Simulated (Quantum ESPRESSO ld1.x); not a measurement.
Q: Radial electron density D(r) = 4 pi r^2 rho(r) of an atom or ion with 45 electrons. Calculated with ld1.x of Quantum ESPRESSO 7.5: scalar-relativistic Kohn-Sham, LDA (Slater exchange, Perdew-Zunger correlation), spin-polarised, spherical densities, point nucleus.

r (bohr)  D(r) (e/bohr)   spin D(r)
0.002041          6.501  -0.0000278
0.002616          9.662  -0.0000412
0.003379          14.29  -0.0000606
0.004364          20.63  -0.0000870
0.005638          28.90   -0.000121
0.007282          38.93   -0.000161
0.009407          49.92   -0.000203
0.01215           60.12   -0.000238
0.0157            67.10   -0.000247
0.02012           68.73   -0.000178
0.02598           65.21    0.000162
0.03356           60.52     0.00147
0.04336           61.72     0.00602
0.05601           72.53      0.0200
0.07235           85.94      0.0564
0.09345           87.52       0.135
0.1207            73.87       0.264
0.1547            63.27       0.395
0.1998            69.21       0.419
0.2581            73.72       0.232
0.3334            54.15     0.00614
0.4307            29.08       0.178
0.5564            24.51       0.853
0.7187            27.43        1.39
0.9284            19.73        1.20
1.19              8.446       0.605
1.537             1.986       0.164
1.985            0.2380      0.0212
2.564           0.01211     0.00108

What is the nuclear charge?

A: Z = 53. The innermost maximum, from 1s, lies near gamma/Z bohr with gamma = sqrt(1 - (Z/c)^2) = 0.922, here 0.0174 bohr (found: 0.0190), and its height grows with Z. The density is that of the iodine ion I8+ in [Kr] 4d9; the configuration itself is not fixed sharply by these data, and Z only to a few units. D(r) has 4 maxima, at r = 0.0190, 0.0842, 0.242, 0.696 bohr, and minima at 0.0369, 0.160, 0.514 bohr, inside which lie 1.97, 11.19, 29.00 electrons.
